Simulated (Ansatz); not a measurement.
Stepwise reaction of `[OH][SnH]([OH])[Br]` with hydrogen chloride, as a gas-phase model of exchange steps in deposition or etching. ΔE in kJ/mol; ΔG adds harmonic PBE0-D4 terms to CCSD(T)/CBS, at 1 bar.

Isolated molecules relaxed with PBE0-D4/def2-TZVP in Ansatz; ΔE leaves out vibrations. CCSD(T)/CBS adds triple-zeta CCSD(T) − MP2 to the extrapolated MP2 energy (def2 sets, frozen cores). This one scheme is used for every species. DFT in def2-TZVPP. B3LYP here is the variant with VWN-RPA as its local correlation; programs differ in this. Elements past krypton have def2 core potentials. For Br, Sn outer-core shells are correlated without core-valence functions, which leaves a few kJ/mol of doubt a bond. Scalar relativity is left out up to krypton. One conformer a species, not always the lowest.

```tsv
step	reaction	PBE-D4	B3LYP-D4	ωB97M-V	CCSD(T)/CBS	ΔG(400 K)
2	`[OH][SnH]([Cl])[Br]` + HCl → `[Cl][SnH]([Cl])[Br]` + H₂O	-58.6	-60.1	-59.7	-60.8	-53.8
```

Task: Give the row of step 1, `[OH][SnH]([OH])[Br]` + HCl → `[OH][SnH]([Cl])[Br]` + H₂O. (Estimate.)

Result: Computed: 
```tsv
step	reaction	PBE-D4	B3LYP-D4	ωB97M-V	CCSD(T)/CBS	ΔG(400 K)
1	`[OH][SnH]([OH])[Br]` + HCl → `[OH][SnH]([Cl])[Br]` + H₂O	-63.5	-64.9	-64.2	-64.7	-58.0
```

Task: By hand: ΔE of the 2 steps together at CCSD(T)/CBS.

Result: (-64.7) + (-60.8) = -125.5 kJ/mol, or -62.8 kJ/mol a step.

In ΔE the steps differ by no more than 3.9 kJ/mol. All are downhill at CCSD(T)/CBS. ΔG lies between -58.0 and -53.8 kJ/mol a step. PBE-D4 differs from CCSD(T)/CBS by 1.2 to 2.2 kJ/mol a step. Isolated molecules leave out the surface, adducts and barriers. Largest T1 diagnostic: 0.012.
